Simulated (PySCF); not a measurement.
An unknown is described by computed data only.

Formula: C6H12AlNO.

- 13C NMR: chemical shifts (computed TMS as zero) by class: 122.3 (1 C), 80.5 (1 C), 75.6 (1 C), 32.2 (1 C), 28.4 (1 C), 23.7 (1 C) ppm [GIAO PBE0/pcSseg-1]
- NMR, other nuclei: isotropic shieldings of nuclei other than C and H, by class: -46 (1 N), 269 (1 O), 411 (1 Al) ppm [GIAO PBE0/pcSseg-1]
- Rotational structure: rotational constants A, B, C: 1.716, 1.105, 0.864 GHz [PBE0-D3(BJ)/def2-SVP]
- UV, first state: lowest singlet excitation: 6.27 eV (198 nm, f = 0.009) [TDDFT PBE0/def2-SVPD]
- UV, strongest line: among the 10 lowest singlet transitions: S7 at 7.32 eV (169 nm, f = 0.033) [TDDFT PBE0/def2-SVPD]
- Polarisability: 106.2 au [PBE0/def2-SVPD]
- Triplet: lowest triplet excitation (Tamm–Dancoff): 5.88 eV [TDA PBE0/def2-SVPD]

The electronic properties come from PySCF, for the isolated species, density fitting. Levels stand in brackets. The structure is a single PBE0-D3(BJ)/def2-SVP conformer in the gas phase; no vibrational or solvent corrections. NMR classes are plain means over equivalent atoms (diastereotopic ones count apart unless rotation or inversion swaps them), as if these changed places fast.

Problem. Give a SMILES that accounts for the data.

Solution. Numbering: `[N:1]#[C:2][CH2:3][C@@H:4]1[CH2:5][CH2:6][CH2:7][O+:8]1[AlH3-:9]`. 6 carbons fall into 6 classes; from least to most shielded: nitrile carbon [C2] (122.3 ppm), ring sp3 carbon bound to oxygen [C4] (80.5 ppm), ring sp3 carbon bound to oxygen [C7] (75.6 ppm), ring CH2 carbon [C5] (32.2 ppm), ring CH2 carbon [C6] (28.4 ppm), sp3 carbon next to a nitrile [C3] (23.7 ppm). The other shieldings belong to: -46 ppm, nitrile nitrogen [N1]; 269 ppm, oxygen bonded to Al and 2 C [O8]; 411 ppm, aluminium bonded to O and 3 H [Al9]. The optimised geometry has point group C1 and is an asymmetric top. Structure: `N#CC[C@@H]1CCC[O+]1[AlH3-]`. The assignments are read from this structure; whether some other isomer fits the data as well wasn't checked. The mirror image fits equally.
